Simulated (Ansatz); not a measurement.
`F[CH]([SiH3])[AlH][SH]` + SiH₄ → `F[CH]([SiH3])[AlH][SiH3]` + H₂S  (formal exchange of groups at the Al–S bond)

Gas-phase electronic energies from Ansatz, PBE0-D4/def2-TZVP geometries. CCSD(T)/CBS adds triple-zeta CCSD(T) − MP2 to the extrapolated MP2 energy (def2 sets, frozen cores). This one scheme is used for every species. DFT in def2-TZVPP. Each species was taken in one conformer, which may not be the lowest.

CCSD(T)/CBS gives +1.25 eV.

Problem. Another level gave +1.16 eV. Which?
A. SCS-MP2/def2-TZVPP
B. r2SCAN-D4/def2-TZVPP
C. PBE0/def2-TZVPP
D. PBE-D4/def2-TZVPP

Solution. C. PBE0 1.16, r2SCAN-D4 1.25, PBE-D4 1.11, SCS-MP2/def2-TZVPP 1.33 eV.

Largest T1 diagnostic among the species: 0.013.

From PBE to PBE0 (25 % exact exchange), in def2-TZVPP and without D4, ΔE moves by +0.04 eV.
